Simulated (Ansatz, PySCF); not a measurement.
Gas-phase reaction (SMILES): [SiH3]C[SiH3] + 2 [H][H] (H2) -> C (CH4) + 2 [SiH4] (SiH4); energy of full hydrogenation.

Each molecule is optimised on its own at B3LYP-D3(BJ)/def2-TZVP (Ansatz, an electronic-structure program). Cores are frozen in the correlated levels unless marked. Spin-orbit coupling is left out. No relativistic terms. CBS(X,Y): correlation extrapolated as X^-3; Hartree-Fock from the larger set. [CCSD(T)-MP2]/basis is that difference in the basis named. Thermal terms are rigid-rotor harmonic-oscillator values from B3LYP-D3(BJ) frequencies (Ansatz or PySCF) at 298.15 K and 1 atm. 1 Eh = 627.5095 kcal/mol.

```tsv
species	E, RI-MP2/CBS(aug-cc-pV(T+d)Z,aug-cc-pV(Q+d)Z)+[CCSD(T)-MP2]/aug-cc-pV(T+d)Z (Ansatz) (Eh)	E, PBE-D3(BJ)/def2-TZVPD (Ansatz + dftd3) (Eh)	H - E (Eh)
[SiH3]C[SiH3]	-621.01603	-621.56177	0.08386
[H][H] (H2)	-1.17524	-1.16598	0.01336
C (CH4)	-40.46129	-40.46420	0.04840
[SiH4] (SiH4)	-291.46108	-291.72290	0.03520
```

Q: Work out ΔE and ΔH at 298.15 K at the first level, then ΔH at the second.

A: 
1. ΔE = [(-40.46129) + 2×(-291.46108)] - [(-621.01603) + 2×(-1.17524)] = -0.01694 Eh = -10.6 kcal/mol at RI-MP2/CBS(aug-cc-pV(T+d)Z,aug-cc-pV(Q+d)Z)+[CCSD(T)-MP2]/aug-cc-pV(T+d)Z.
2. The terms H - E add up to 0.00822 Eh, so ΔH = (-0.01694 + (0.00822))×627.5095 = -5.5 kcal/mol.
3. At PBE-D3(BJ)/def2-TZVPD the same steps give ΔE = -10.2 and ΔH = -5.1 kcal/mol, a shift of +0.4 from the first level.
4. These values are not checked against measurement here, since the tables used lack a sound gas-phase enthalpy of formation for at least one species.
